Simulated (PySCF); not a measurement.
## WH₃, quartet: molecular constants

Method: UPBE0/[W def2-TZVP with ECP60, H def2-TZVP], scalar-relativistic core potentials, density fitting, no spin–orbit coupling, PySCF.

The structure is a saddle point with 1 imaginary mode.

```xyz
4
charge 0 multiplicity 4, angstrom
W     0.0000    0.0000    0.0000
H     1.7186    0.0000    0.0000
H    -0.8593    1.4884    0.0000
H    -0.8593   -1.4884    0.0000
```

* Point group: D3h
* Bond lengths: W–H 1.719 Å (×3)
* Bond angles: H–W–H 120.0° (×3)
* Principal polarisabilities: 47.8, 47.8, 51.1 bohr³
* Dipole moment: 0.00 D
* Atomisation energy without zero-point energy: 873 kJ/mol
* Principal quadrupole moments (Buckingham, traceless) about the centre of mass: -1.18, -1.18, 2.37 D Å
* Highest occupied level (α): -6.49 eV
* Rotational constants: 3.775, 3.775, 1.888 cm⁻¹
* Lowest empty level (α): -2.25 eV
* Zero-point energy (real modes): 45.4 kJ/mol
* Spin squared ⟨S²⟩: 3.783

Harmonic modes (masses in u: W 183.951, H 1.008):
| symmetry | ω (cm⁻¹) | IR (km/mol, summed over degenerate members) | type |
| --- | --- | --- | --- |
| a2'' | 362i | – | bend |
| e' | 874 | 28.5 | bend |
| e' | 1943 | 530 | stretch |
| a1' | 1955 | 0.0 | stretch |

In D3h the vibrations span a2'' + 2e' + a1'. The a1' mode carries no infrared intensity, as symmetry demands.

Charges (e):
```tsv
atom	Mulliken	Löwdin	polar tensor	spin (Mulliken)	Mayer order to W1
W1	0.35	0.32	0.78	3.36	–
H2,3,4	-0.12	-0.11	-0.26	-0.12	0.98
```

Mulliken populations on W1 (electrons outside its core potential): s 2.92, p 6.29, d 4.42, f 0.02.

This need not be the most stable arrangement of these atoms. Open d and f shells are described by one determinant, and the ground state may have another occupation or spin. At this level a quartet minimum of C3v symmetry lies 7 kJ/mol below this structure. Spin–orbit coupling, left out here, can matter for elements this heavy.

The final relaxation and frequency run took about 40 core-seconds on a shared host.
